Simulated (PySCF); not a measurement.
Gas-phase equilibrium of 1 mol ZnCl2, 0.3 mol H2O at 1800 K and 0.00100 bar, among 18 species (ClO, O2, HCl, O, HO2, Zn, H2O, H, Zn(OH)2, HOCl, H2O2, O3, H2, ZnH2, ZnCl2, Cl, Cl2, OH). Only gases are allowed; each row takes one source of thermochemistry for all species, and Cantera finds the minimum.

Energies from PySCF, thermal terms from the rigid-rotor harmonic-oscillator model, ideal gas at 1 bar. † marks an energy on the PBE0/def2-TZVP geometry and frequencies. Open shells (unrestricted) among the columns below: O2 (multiplicity 3), Cl (multiplicity 2, electronic degeneracy 6); the rest are closed-shell singlets. Spin-orbit splitting is ignored; it lowers the true energy and changes the entropy of Cl. B3LYP is the form with VWN-RPA correlation. Zn: all electrons, no relativistic terms. The harmonic model lacks anharmonicity and excited electronic states, which grow with temperature; levels with a mode under 35 cm⁻¹ are left out. Soft modes under 120 cm⁻¹ make the harmonic entropy rough for ZnCl2.

Molecules larger than those listed are left out. Table species left out: Zn+.

With B3LYP/def2-TZVP† thermochemistry: Cl 0.42, Zn 0.31, HCl 0.19, ZnCl2 0.023, O2 0.048, H2O 0.0017.

### Question
How far does the composition move with the other sources (BLYP/def2-TZVP†, M06-2X/def2-TZVP†, PBE0/def2-QZVP†, r2SCAN/def2-TZVP†, ωB97M-V/def2-TZVP†)?

### Answer
```csv
thermochemistry,x Cl,x Zn,x HCl,x ZnCl2,x O2,x H2O
B3LYP/def2-TZVP†,0.42,0.31,0.19,0.023,0.048,0.0017
BLYP/def2-TZVP†,0.44,0.31,0.19,0.0073,0.048,0.00066
M06-2X/def2-TZVP†,0.22,0.24,0.25,0.22,0.062,0.010
PBE0/def2-QZVP†,0.20,0.23,0.26,0.23,0.065,0.0072
r2SCAN/def2-TZVP†,0.16,0.22,0.28,0.26,0.069,0.0047
ωB97M-V/def2-TZVP†,0.22,0.24,0.26,0.21,0.064,0.0050
```
The most sensitive of these is ZnCl2: it spans a factor of 10^1.6 over these rows; at this temperature one factor of ten is RT ln 10 = 34 kJ/mol.
